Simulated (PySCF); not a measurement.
## Spinor energies of Mn¹⁷⁺ (manganese, charge +17)

Start: [He] 2s2 2p4; 2p1/2 filled at m_j = -1/2, +1/2; 2p3/2 filled at m_j = +1/2, +3/2. Calculated with PySCF 2.14 in an even-tempered Gaussian basis (18 s from 3.8 bohr⁻², ratio 2.4; 11 p from 4.9 bohr⁻², ratio 2.4; 5 d from 21 bohr⁻², ratio 2.6; 5 f from 31 bohr⁻², ratio 2.6): generalised Hartree-Fock with the X2C-1e Hamiltonian and a Gaussian nucleus; one run each with spin-orbit coupling (SO) switched off, then screened by Boettger's factors.

| spinor shell | electrons | ε, spin-free (eV) | ε, screened SO (eV) | weight of nominal j (screened SO) | rms radius, screened SO (bohr) |
| --- | --- | --- | --- | --- | --- |
| 1s1/2 | 2 | -7336.3 | -7335.6 | 1.000 | 0.0701 |
| 2s1/2 | 2 | -1425.8 | -1425.6 | 1.000 | 0.289 |
| 2p1/2 | 2 | -1332.6 | -1341.1 | 0.715 | 0.255 |
| 2p3/2 | 2 | -1332.6 | -1326.1 | 0.764 | 0.256 |

```json
{"quantity": "E (hartree)", "spin-free": "-967.00369", "screened SO": "-967.21470"}
{"quantity": "M_J", "spin-free": "2", "screened SO": "2"}
{"quantity": "⟨J²⟩", "spin-free": "6.000", "screened SO": "6.001"}
{"quantity": "⟨L²⟩", "spin-free": "2.000", "screened SO": "2.344"}
{"quantity": "⟨S²⟩", "spin-free": "2.000", "screened SO": "1.828"}
```

Each row is a mean over spinors that exchange with the open shell spreads, by up to 34.518 eV (2s1/2).

Rows whose weight is well below 1 are mixtures of j = l ± 1/2: exchange outweighs spin-orbit coupling there, and the label is only the starting occupation.

Without spin-orbit coupling the j labels of p, d and f shells carry no meaning; the spin-free column gives the mean over the occupied spinors of each nl shell.
